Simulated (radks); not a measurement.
The numbers below are computed, except where a source is named.
Problem. The mean radii <r> (bohr) of the occupied orbitals of an atom or ion are listed with their occupations. Level of theory: Dirac Kohn-Sham, PBE, spin-unpolarised, spherical densities, finite nucleus; Fermi nuclear charge, rms radius of each element as measured or else 0.836 A^(1/3) + 0.57 fm (a radial shooting solver on a logarithmic mesh with Libxc functionals).

| orbital | occ. | <r> |
|---|---|---|
| 1s1/2 | 2 | 0.02112 |
| 2s1/2 | 2 | 0.08923 |
| 2p1/2 | 2 | 0.07438 |
| 2p3/2 | 4 | 0.08144 |
| 3s1/2 | 2 | 0.2341 |
| 3p1/2 | 2 | 0.2238 |
| 3p3/2 | 4 | 0.2372 |
| 3d3/2 | 4 | 0.2097 |
| 3d5/2 | 6 | 0.2139 |
| 4s1/2 | 2 | 0.5276 |
| 4p1/2 | 2 | 0.5374 |
| 4p3/2 | 4 | 0.5670 |
| 4d3/2 | 4 | 0.5954 |
| 4d5/2 | 6 | 0.6056 |
| 5s1/2 | 2 | 1.224 |
| 5p1/2 | 2 | 1.338 |
| 5p3/2 | 4 | 1.414 |
| 4f5/2 | 6 | 0.7275 |
| 4f7/2 | 1 | 0.7351 |
| 6s1/2 | 1 | 2.799 |
| 6p1/2 | 1 | 3.168 |

Name the element and its charge. Open shells, if any, fill j = l - 1/2 first.

Solution. Z = 66, dysprosium, charge +3: Dy3+ in [Xe] 4f7 6s1 6p1. The 1s radius gives Z: for a bare nucleus <r> = (2 gamma + 1)/(2Z) with gamma = sqrt(1 - (Z/c)^2), 0.02085 bohr for Z = 66, and screening makes it slightly larger (0.02112 here). The occupations add up to 63, and the charge is Z minus that.
